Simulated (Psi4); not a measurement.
Br$_{3}$Sb, triplet, at the geometry of the source list (a higher spin typed on purpose: for a closed-shell molecule this is an excited state) (all electrons, no relativity). Base run: TPSS/3-21G run with Psi4.

Psi4 was given this input:
```
memory 2 GB

molecule mol {
0 3
  Sb   -0.000800   -0.001000    0.987200
  Br    0.521700   -2.122600   -0.328900
  Br    1.578000    1.513300   -0.329400
  Br   -2.099000    0.610300   -0.328900
}

set basis 3-21g
set reference uks
set scf_type pk

energy('tpss')
print_variables()
```

Each row names what was changed in the base input (with any setting that the change needs).

```json
[
 {"change": "base", "E (Eh)": "-13973.28200", "dipole (D)": "1.58", "<S^2>": "2.003", "core-seconds (rough)": "30"},
 {"change": "functional = pbe0", "E (Eh)": "-13972.73731", "dipole (D)": "1.94", "<S^2>": "2.005", "core-seconds (rough)": "10"},
 {"change": "functional = tpssh", "E (Eh)": "-13973.36520", "dipole (D)": "1.79", "<S^2>": "2.004", "core-seconds (rough)": "20"},
 {"change": "functional = pbe", "E (Eh)": "-13972.28157", "dipole (D)": "1.37", "<S^2>": "2.002", "core-seconds (rough)": "20"},
 {"change": "functional = wb97x-v", "E (Eh)": "-13972.87309", "dipole (D)": "2.38", "<S^2>": "2.008", "core-seconds (rough)": "70"},
 {"change": "functional = m11", "E (Eh)": "-13971.55168", "dipole (D)": "1.96", "<S^2>": "2.006", "core-seconds (rough)": "30"},
 {"change": "functional = r2scan", "E (Eh)": "-13973.58875", "dipole (D)": "1.76", "<S^2>": "2.004", "core-seconds (rough)": "30"},
 {"change": "functional = wb97m-v", "E (Eh)": "-13973.27339", "dipole (D)": "2.27", "<S^2>": "2.007", "core-seconds (rough)": "90"},
 {"change": "functional = m06", "E (Eh)": "-13973.64434", "dipole (D)": "1.92", "<S^2>": "2.004", "core-seconds (rough)": "20"},
 {"change": "functional = b3lyp", "E (Eh)": "-13974.10555", "dipole (D)": "1.75", "<S^2>": "2.004", "core-seconds (rough)": "10"},
 {"change": "functional = scan", "E (Eh)": "-13974.89614", "dipole (D)": "1.61", "<S^2>": "2.005", "core-seconds (rough)": "30"},
 {"change": "functional = bhhlyp", "E (Eh)": "-13973.99316", "dipole (D)": "2.34", "<S^2>": "2.008", "core-seconds (rough)": "10"},
 {"change": "functional = revpbe", "E (Eh)": "-13972.98677", "dipole (D)": "1.45", "<S^2>": "2.002", "core-seconds (rough)": "20"}
]
```

Totals shift with the method and basis; they matter in differences.

Open shells are given as the SCF converged; they aren't shown to be the lowest states, and a large step between rows can be another state.
